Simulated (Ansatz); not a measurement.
Start from `CSB[TeH]` and change one atom or group to get `BSC`.

Ansatz, PBE0-D4/def2-TZVP geometries, multiplicity 1. Each molecule was computed in one conformer, which needn't be the lowest.

Elements past krypton have def2 core potentials.  Spin–orbit coupling is left out; it splits and shifts lone-pair levels of the heavy atoms by tenths of an eV.

```json
{"property": "HOMO–LUMO gap (B3LYP/def2-TZVPP) / eV", "`CSB[TeH]`": "4.94"}
{"property": "size of the dipole moment (B3LYP/def2-TZVPP) / D", "`CSB[TeH]`": "1.69"}
{"property": "LUMO energy (B3LYP/def2-TZVPP) / eV", "`CSB[TeH]`": "-1.31"}
{"property": "zero-point energy (PBE0-D4/def2-TZVP) / kJ/mol", "`CSB[TeH]`": "154.4"}
{"property": "HOMO–LUMO gap (PBE0/def2-TZVPP) / eV", "`CSB[TeH]`": "5.31"}
{"property": "size of the dipole moment (PBE/def2-TZVPP) / D", "`CSB[TeH]`": "1.60"}
```

(1) Give the same properties after the change, and the shifts. (Estimate.)

## Answers

(1) Computed: 
| property | `BSC` | shift |
| --- | --- | --- |
| HOMO–LUMO gap (B3LYP/def2-TZVPP) / eV | 6.36 | 1.42 |
| size of the dipole moment (B3LYP/def2-TZVPP) / D | 1.73 | 0.04 |
| LUMO energy (B3LYP/def2-TZVPP) / eV | -1.25 | 0.06 |
| zero-point energy (PBE0-D4/def2-TZVP) / kJ/mol | 157.1 | 2.7 |
| HOMO–LUMO gap (PBE0/def2-TZVPP) / eV | 6.80 | 1.49 |
| size of the dipole moment (PBE/def2-TZVPP) / D | 1.80 | 0.20 |

With PBE0 the HOMO falls by 1.39 eV and the LUMO rises by 0.11 eV, so the gap widens by about 1.50 eV. PBE moves the HOMO by -1.26 eV and ωB97M-V by -1.56 eV. The zero-point energy changes by 2.7 kJ/mol with -3 modes. Dipoles are sizes alone; their direction can turn.

B3LYP here is the variant with VWN-RPA as its local correlation; programs differ in this.
